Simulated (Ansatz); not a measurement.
`C[CH2][GaH][Cl]` + CH₄ → `[CH3][GaH][Cl]` + `CC`  (formal exchange of groups at a Ga–C bond)

Computed with Ansatz on PBE0-D4/def2-TZVP structures; ΔE is electronic, products minus reactants. CCSD(T)/CBS adds triple-zeta CCSD(T) − MP2 to the extrapolated MP2 energy (def2 sets, frozen cores). This one scheme is used for every species. DFT in def2-TZVPP. For Ga outer-core shells are correlated without core-valence functions, which leaves a few kJ/mol of doubt a bond. Scalar relativity is left out up to krypton. One conformer a species, not always the lowest.

`C[CH2][GaH][Cl]`:

Cartesian coordinates in Å:
```
C -0.469 1.055 -0.787
C -0.461 0.101 0.401
Ga 0.989 -1.221 0.406
Cl 0.989 -2.587 2.082
H -1.302 1.762 -0.727
H -0.567 0.522 -1.737
H 0.450 1.643 -0.844
H -1.397 -0.464 0.464
H -0.389 0.646 1.348
H 2.157 -1.455 -0.606
```

CH₄:

Cartesian coordinates in Å:
```
C 0.000 0.000 0.000
H 0.431 0.934 0.360
H -0.576 -0.466 0.799
H 0.799 -0.672 -0.312
H -0.654 0.205 -0.847
```

`[CH3][GaH][Cl]`:

```xyz
7

C    -0.747   -0.479   -0.364
Ga    0.815    0.556    0.184
Cl    1.252    0.574    2.300
H    -1.446    0.155   -0.915
H    -1.253   -0.905    0.501
H    -0.442   -1.288   -1.033
H     1.821    1.387   -0.672
```

`CC`:

```xyz
8

C    -0.188   -0.402   -0.616
C     0.188    0.402    0.616
H    -1.270   -0.520   -0.701
H     0.162    0.083   -1.531
H     0.250   -1.403   -0.588
H     1.270    0.520    0.701
H    -0.162   -0.083    1.531
H    -0.250    1.403    0.588
```

```tsv
level	ΔE (kJ/mol)
BLYP	-7.2
HF/CBS(def2)	-11.7
```

Problem. What does CCSD(T)/CBS give? (Best estimate.)

Solution. Computed: -3.9 kJ/mol. The listed levels differ from it by -3.3, -7.8 kJ/mol.

Largest T1 diagnostic among the species: 0.011.

The D4 term adds +3.7 kJ/mol with B3LYP and +2.1 kJ/mol with PBE0; it sums over pairs of atoms, weighted by their polarisabilities, and B3LYP, whose exchange is more repulsive, gets the larger term. Leaving LDA and LC-ωPBE aside and taking each functional with its dispersion term where it has one, the values, not all of them listed here, spread over 4.2 kJ/mol, from B2PLYP to BLYP-D4.

B3LYP here is the variant with VWN-RPA as its local correlation; programs differ in this.
